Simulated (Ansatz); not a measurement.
# Molecular dynamics of CS2

input.yaml

```yaml
accuracy: low
crystal:
  lattice:
    - [8.434327, 0.0, 0.0]
    - [0.0, 8.434327, 0.0]
    - [0.0, 0.0, 8.434327]
  atoms:
    - { symbol: S, position: [0.8157847, 0.20243228, 1.05401938] }
    - { symbol: C, position: [0.92332788, 0.30905588, 0.94696988] }
    - { symbol: S, position: [1.03200321, 0.41592885, 0.84121502] }
    - { symbol: S, position: [0.82207349, 0.63841159, 0.42207838] }
    - { symbol: C, position: [0.82769839, 0.79735002, 0.51672596] }
    - { symbol: S, position: [0.83443511, 0.95563035, 0.61298378] }
    - { symbol: S, position: [0.51413962, 0.91832902, 0.91807002] }
    - { symbol: C, position: [0.38096815, 0.85585099, 0.8057206] }
    - { symbol: S, position: [0.25049707, 0.7928353, 0.69016836] }
    - { symbol: S, position: [0.50071442, 0.20436303, 0.44870199] }
    - { symbol: C, position: [0.37218713, 0.32151999, 0.38424853] }
    - { symbol: S, position: [0.24405041, 0.43748553, 0.31773125] }
    - { symbol: S, position: [0.38256397, 0.28701893, 0.91858758] }
    - { symbol: C, position: [0.51056729, 0.41572826, 0.87886575] }
    - { symbol: S, position: [0.63730468, 0.54523902, 0.8387309] }
    - { symbol: S, position: [0.40086987, 0.83115155, 0.3439626] }
    - { symbol: C, position: [0.26260948, 0.81893181, 0.22092824] }
    - { symbol: S, position: [0.12272133, 0.80473872, 0.10041268] }
basis:
  ecutwfc: 420.0
kpoints:
  mp_grid: { grid: [1, 1, 1] }
hamiltonian:
  xc: pbe
  dispersion: d3bj
scf:
  occupations: { method: fermi_dirac, width: 0.02 }
  lower_state_search: "off"
md:
  timestep: 1
  n_steps: 300
  ensemble: nvt_langevin
  temperature: 350.0
  initial_velocities: maxwell_boltzmann
  seed: 890906
  friction: 0.02
```

Command:

```bash
$ ansatz run input.yaml --threads 1 --pin off --max-ram 3072MiB --backend cpu --events-out ev --progress --plain --runs-dir out
```

It starts from a partly relaxed structure (largest force component 0.25 eV/Å).

Output, in part (step lines):

```
md step     0: t =     0.00 fs  T =   330.6 K  F+E_penalty+E_count = -12327.32593051 eV  E_kin = 0.769097 eV  (10 SCF iters)
md step     1: t =     1.00 fs  T =   361.1 K  F+E_penalty+E_count = -12327.31839228 eV  E_kin = 0.840210 eV  (8 SCF iters)
md step     2: t =     2.00 fs  T =   327.7 K  F+E_penalty+E_count = -12327.29638375 eV  E_kin = 0.762558 eV  (8 SCF iters)
md step     3: t =     3.00 fs  T =   303.3 K  F+E_penalty+E_count = -12327.26507105 eV  E_kin = 0.705650 eV  (8 SCF iters)
md step     4: t =     4.00 fs  T =   285.9 K  F+E_penalty+E_count = -12327.23239156 eV  E_kin = 0.665268 eV  (8 SCF iters)
md step     5: t =     5.00 fs  T =   299.5 K  F+E_penalty+E_count = -12327.20210061 eV  E_kin = 0.696905 eV  (6 SCF iters)
md step     6: t =     6.00 fs  T =   266.8 K  F+E_penalty+E_count = -12327.17809092 eV  E_kin = 0.620851 eV  (6 SCF iters)
md step     7: t =     7.00 fs  T =   272.7 K  F+E_penalty+E_count = -12327.16719934 eV  E_kin = 0.634567 eV  (6 SCF iters)
[... lines left out ...]
md step   300: t =   300.00 fs  T =   360.6 K  F+E_penalty+E_count = -12326.69874756 eV  E_kin = 0.839064 eV  (8 SCF iters)
```

The steps, from the saved trajectory:

```tsv
time (fs)	T (K)	potential energy less start (eV)
0.0	331	0.000
10.0	307	0.167
20.0	250	0.279
30.0	237	0.384
40.0	280	0.416
50.0	287	0.361
60.0	288	0.531
70.0	250	0.522
80.0	313	0.412
90.0	294	0.402
100.0	272	0.401
110.0	319	0.334
120.0	259	0.465
130.0	320	0.456
140.0	371	0.723
150.0	318	0.901
160.0	399	0.780
170.0	382	0.674
180.0	460	0.755
190.0	424	0.754
200.0	386	0.707
210.0	383	0.644
220.0	346	0.624
230.0	385	0.701
240.0	425	0.613
250.0	327	0.556
260.0	406	0.535
270.0	300	0.570
280.0	380	0.583
290.0	322	0.569
300.0	361	0.627
```

The run went to its last step. A run of 0.3 ps of so small a system gives no equilibrium averages. Limits of this set-up: coarse k mesh, low accuracy level.

Mean squared displacements from the first frame to the last, about the centre of mass: S 0.23 Å², C 0.11 Å².

Last frame:

```xyz
18
Lattice="8.4343 0.0000 0.0000 0.0000 8.4343 0.0000 0.0000 0.0000 8.4343" Properties=species:S:1:pos:R:3
S 7.285 1.768 9.251
C 7.865 2.806 8.191
S 8.427 3.777 7.084
S 6.758 5.065 3.918
C 7.056 6.555 4.273
S 7.334 8.070 4.608
S 4.841 8.057 7.634
C 3.657 7.567 6.733
S 2.678 7.140 5.560
S 4.668 1.882 3.197
C 3.523 2.817 2.976
S 2.465 3.969 2.655
S 3.163 2.279 7.303
C 4.149 3.535 7.204
S 5.117 4.801 7.194
S 3.665 7.367 2.654
C 2.539 7.277 1.600
S 1.407 7.035 0.499
```

The run took 12 min on 1 thread of Arm Neoverse V2 (shared host), peak memory 0.47 GiB.
